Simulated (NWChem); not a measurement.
Molecule: GeNH$_{3}$F$_{2}$; SMILES [NH2][GeH]([F])[F]

```xyz
7

Ge    -0.0218     0.3055    -0.0270
N      1.7106    -0.0995    -0.2522
F     -0.8432    -0.2391    -1.4436
F     -0.7810    -0.6171     1.2315
H     -0.2941     1.7811     0.2346
H      1.9240    -1.0663    -0.4796
H      2.3594     0.2545     0.4438
```
Atoms are numbered in this order, from 1.

The geometry was optimised at PBE0/def2-SVP.

Task: Give the principal values of the shielding tensors (ppm) of Ge1, N2, F3, F4 from KT2/pcSseg-1, GIAO (NWChem), with their diamagnetic and paramagnetic parts as GIAO splits them.

Result: 
| atom | σ11 | σ22 | σ33 | isotropic | diamagnetic | paramagnetic |
|---|---|---|---|---|---|---|
| Ge1 | 1236.6 | 1298.7 | 1396.9 | 1310.7 | 2762.5 | -1451.8 |
| N2 | 201.4 | 213.4 | 270.2 | 228.3 | 320.9 | -92.6 |
| F3 | 243.3 | 335.7 | 385.0 | 321.3 | 478.7 | -157.4 |
| F4 | 201.8 | 275.0 | 364.0 | 280.3 | 479.3 | -199.0 |
